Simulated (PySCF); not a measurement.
Dissociation curve of SMILES [AlH2][CH3] (CH5Al). The C1–Al5 bond (C1 also carries H, H, H; Al5 carries H, H) is varied alone, starting from the PBE0/def2-TZVP optimised geometry.

Levels of theory: UHF/def2-TZVP (PySCF); RHF/def2-TZVP (PySCF); UKS-PBE = unrestricted PBE/def2-TZVP in PySCF; RKS-PBE = restricted PBE/def2-TZVP (PySCF); UKS-B3LYP = unrestricted B3LYP/def2-TZVP in PySCF 2.14.0; RKS-B3LYP = restricted B3LYP/def2-TZVP (PySCF); UKS-B3LYP/6-31G* = unrestricted B3LYP/6-31G*, spherical d run with PySCF 2.14.0; RKS-B3LYP/6-31G* = restricted B3LYP/6-31G*, spherical d (PySCF 2.14.0); UKS-M06-2X/6-31G* = unrestricted M06-2X/6-31G*, spherical d (PySCF); RKS-M06-2X/6-31G* = restricted M06-2X/6-31G*, spherical d run with PySCF; UKS-BP86/6-31G* = unrestricted BP86/6-31G*, spherical d run with PySCF 2.14.0; RKS-BP86/6-31G* = restricted BP86/6-31G*, spherical d (PySCF 2.14.0).

Scanned distances (Å): 1.46, 1.57, 1.68, 1.77, 1.83, 1.91, 1.95, 2.02, 2.06, 2.15, 2.26, 2.43, 2.60, 2.96, 3.22, 3.55, 3.91, 4.34, 4.73, 5.24, 5.80.

### Question
Where does the unrestricted solution first break spin symmetry (<S²> of 0.01 or more)?

### Answer
UHF: between 2.60 and 2.96 Å; UKS-PBE: between 3.22 and 3.55 Å; UKS-B3LYP: between 3.22 and 3.55 Å; UKS-B3LYP/6-31G*: between 2.96 and 3.22 Å; UKS-M06-2X/6-31G*: between 2.96 and 3.22 Å; UKS-BP86/6-31G*: between 3.22 and 3.55 Å.

```csv
R / Å,<S²> UHF,E(RHF) − E(UHF) / kJ/mol,<S²> UKS-PBE,E(RKS-PBE) − E(UKS-PBE) / kJ/mol,<S²> UKS-B3LYP,E(RKS-B3LYP) − E(UKS-B3LYP) / kJ/mol,<S²> UKS-B3LYP/6-31G*,E(RKS-B3LYP/6-31G*) − E(UKS-B3LYP/6-31G*) / kJ/mol,<S²> UKS-M06-2X/6-31G*,E(RKS-M06-2X/6-31G*) − E(UKS-M06-2X/6-31G*) / kJ/mol,<S²> UKS-BP86/6-31G*,E(RKS-BP86/6-31G*) − E(UKS-BP86/6-31G*) / kJ/mol
1.46,0.00,0.0,0.00,0.0,0.00,0.0,0.00,0.0,0.00,0.0,0.00,0.0
1.57,0.00,0.0,0.00,0.0,0.00,0.0,0.00,0.0,0.00,0.0,0.00,0.0
1.68,0.00,0.0,0.00,0.0,0.00,0.0,0.00,0.0,0.00,0.0,0.00,0.0
1.77,0.00,0.0,0.00,0.0,0.00,0.0,0.00,0.0,0.00,0.0,0.00,0.0
1.83,0.00,0.0,0.00,0.0,0.00,0.0,0.00,0.0,0.00,0.0,0.00,0.0
1.91,0.00,0.0,0.00,0.0,0.00,0.0,0.00,0.0,0.00,0.0,0.00,0.0
1.95,0.00,0.0,0.00,0.0,0.00,0.0,0.00,0.0,0.00,0.0,0.00,0.0
2.02,0.00,0.0,0.00,0.0,0.00,0.0,0.00,0.0,0.00,0.0,0.00,0.0
2.06,0.00,0.0,0.00,0.0,0.00,0.0,0.00,0.0,0.00,0.0,0.00,0.0
2.15,0.00,0.0,0.00,0.0,0.00,0.0,0.00,0.0,0.00,0.0,0.00,0.0
2.26,0.00,0.0,0.00,0.0,0.00,0.0,0.00,0.0,0.00,0.0,0.00,0.0
2.43,0.00,0.0,0.00,0.0,0.00,0.0,0.00,0.0,0.00,0.0,0.00,0.0
2.60,0.00,0.0,0.00,0.0,0.00,0.0,0.00,0.0,0.00,0.0,0.00,0.0
2.96,0.49,22.5,0.00,0.0,0.00,0.0,0.00,0.0,0.00,0.0,0.00,0.0
3.22,0.73,66.2,0.00,0.0,0.00,0.0,0.04,0.1,0.15,1.0,0.00,0.0
3.55,0.88,128.7,0.23,1.5,0.49,12.0,0.52,14.0,0.76,32.7,0.26,1.9
3.91,0.96,192.9,0.63,15.9,0.76,37.2,0.78,41.5,0.89,78.4,0.66,17.5
4.34,0.99,258.1,0.84,38.0,0.90,67.8,0.92,74.8,0.96,125.3,0.86,41.0
4.73,1.00,306.0,0.93,55.3,0.96,90.9,0.97,99.9,0.98,158.4,0.94,59.6
5.24,1.01,355.1,0.98,71.8,0.99,113.3,0.99,124.4,1.00,189.5,0.98,77.5
5.80,1.01,395.5,1.00,83.3,1.00,129.7,1.00,142.1,1.00,213.4,1.00,89.7
```
